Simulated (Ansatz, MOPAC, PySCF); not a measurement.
System: CH4BO3, charge 0, multiplicity 2. SMILES: COB([O])O
Geometry: optimised at B3LYP-D3(BJ)/def2-TZVP (Ansatz, a quantum-chemistry and plane-wave program).

Unscaled harmonic wavenumbers (cm⁻¹) in rising order, each level at the stationary point that it reaches from this structure (no distance between atoms moves by over 0.3 Å); the order of modes can differ between levels, and a negative number is imaginary. B3LYP-D3(BJ)/def2-TZVP (PySCF, at the structure above): 53, 113, 211, 348, 411, 502, 651, 813, 979, 1075, 1178, 1201, 1326, 1433, 1500, 1501, 1523, 3035, 3098, 3129, 3836.

PM3 (MOPAC): 94, 134, 182, 268, 407, 442, 518, 858, 1010, 1027, 1074, 1145, 1329, 1349, 1358, 1368, 1448, 3055, 3079, 3130, 3899. Zero-point energy 38.8 against 39.9 kcal/mol; where all levels lie over 400 cm⁻¹, the wavenumbers are on average 0.959 times those of B3LYP-D3(BJ)/def2-TZVP.

B3LYP/6-31G* (Ansatz): -25, 104, 209, 348, 410, 504, 640, 818, 999, 1093, 1185, 1213, 1346, 1457, 1526, 1528, 1546, 3051, 3117, 3147, 3788. Zero-point energy 40.1 against 39.9 kcal/mol; where all levels lie over 400 cm⁻¹, the wavenumbers are on average 1.007 times those of B3LYP-D3(BJ)/def2-TZVP. The zero-point energy leaves imaginary modes out.
